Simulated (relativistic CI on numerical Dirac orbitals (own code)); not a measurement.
## Hyperfine structure of Au²³⁺, mass number 197

Computed by Dirac-Coulomb-Breit CI, separate exchange-only KLI orbitals for each configuration, a model potential for QED, unscaled Slater integrals (own radial code, finite nucleus).

Configuration list (outside the closed core [Ar] 3d10): 4s2 4p6 4d10 4f10, 4s2 4p6 4d10 4f9 5s, 4s2 4p6 4d10 4f8 5s2, 4s2 4p6 4d9 4f11, 4s2 4p6 4d8 4f12, 4s2 4p5 4d10 4f11, 4s2 4p6 4d10 4f9 6s, 4s 4p6 4d10 4f11, 4s2 4p4 4d10 4f12, 4p6 4d10 4f12, 4s 4p6 4d9 4f12, 4s 4p5 4d10 4f12. Levels of other configurations are missing.

Nuclear spin I = 3/2, μ = 0.1452 μN, Q = 0.547 b (tables of Stone and Pyykkö). The electronic factors are computed for point nuclear moments, without core polarisation or the Bohr-Weisskopf and QED corrections.

```
                 Level  E (cm⁻¹)  A (MHz)  B (MHz)
4s2 4p6 4d10 4f10 5I_8       0.0    239.7      925
4s2 4p6 4d10 4f10 5I_7   26720.2    263.6      978
4s2 4p6 4d10 4f10 5I_6   37018.7    271.2     1100
4s2 4p6 4d10 4f10 5I_5   51106.8    284.7      662
4s2 4p6 4d10 4f10 5F_4   53941.5    264.1    -1010
4s2 4p6 4d10 4f10 5G_6   61173.2    238.8     76.5
4s2 4p6 4d10 4f10 5F_3   64783.9    213.7     -533
```

Levels with J = 0, under 50 % of one LS term, or S terms without an open s electron are left out. Small factors come from cancelling terms and can be off by tens of per cent or more.

At this charge energies of transitions that change n are usually good to better than 1 %, and those within a shell (Δn = 0) to a few per cent. Terms inside the open d or f shell come out 10 to 20 % too wide with unscaled integrals.

(1) Give the hyperfine levels of 4s2 4p6 4d10 4f10 5I_8 relative to its centre of gravity.

Results:

(1) With K = F(F + 1) − I(I + 1) − J(J + 1), E = AK/2 + B[¾K(K + 1) − I(I + 1)J(J + 1)]/[2I(2I − 1)J(2J − 1)]: F = 13/2: -2907, F = 15/2: -1658, F = 17/2: 281.4, F = 19/2: 3108 MHz.

LS names give the leading component of a level, which can be under half, so a name can repeat, a term be missing and a line seem to break the LS rules.
